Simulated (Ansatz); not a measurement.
Cartesian coordinates in Å:
```
O -1.3081 0.2024 1.7610
Si -0.6769 -0.6553 0.5033
Al 0.2511 0.1375 -1.5619
S 1.6328 -0.3984 0.4432
H -1.5720 1.1033 1.5650
H -0.7460 -2.0768 0.9278
H 0.5245 -0.9271 -2.7006
H 0.3181 1.7150 -1.7285
H 1.5764 0.8993 0.7907
```

Total charge 0; spin multiplicity 1.

(1) List the PBE/def2-TZVPP orbital energies in eV (Ansatz). (An estimate is asked.)

Answers

(1) Computed: Occupied: -2396.40, -1780.50, -1506.33, -510.90, -209.35, -155.49, -155.37, -155.32, -138.13, -106.61, -94.95, -94.86, -94.78, -68.66, -68.55, -68.47, -25.57, -18.73, -14.20, -11.86, -10.42, -9.84, -9.41, -9.14, -8.01, -7.21, -7.15, -5.80. Lowest empty: -1.60, -1.21, -0.92, -0.84, -0.07, 0.58, 0.72, 1.88.
